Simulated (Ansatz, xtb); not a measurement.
## C8H5Cl: 3 structures ranked

3 gas-phase structures of C8H5Cl, from a drawn sample of its isomers (lower ones may exist). Each was relaxed with GFN2-xTB:

A. `C#Cc1cccc(Cl)c1`, a singlet
B. `C#Cc1ccc(Cl)cc1`, a singlet
C. `C#Cc1ccccc1Cl`, a singlet

Make a reasoned guess at their ranking by r2SCAN-D4/def2-SVP single-point energy.

Calculated order at r2SCAN-D4/def2-SVP: B (0.0), A (0.4), C (1.0) kcal/mol. Less than 1 kcal/mol parts B and A; A and C, so the order within those pairs means little.

Energies above the lowest of each column, in kcal/mol; the last columns are at PBE-D3(BJ)/def2-SVP geometries:

```
structure  GFN2-xTB  HF/STO-3G  r2SCAN-D4/def2-SVP  PBE-D3(BJ)/def2-SVP  CCSD(T)/def2-SVP + ΔMP2/def2-TZVPP
        B       0.0        0.0                 0.0                  0.0                                 0.0
        A       0.1        0.2                 0.4                  0.4                                 0.2
        C       0.5        1.2                 1.0                  0.8                                 0.8
```

Every level run on B puts it lowest or level with the lowest. ΔMP2 is the change of the MP2 energy from the smaller to the larger basis.

Programs: Ansatz 0.2.0, xtb 6.7.1.
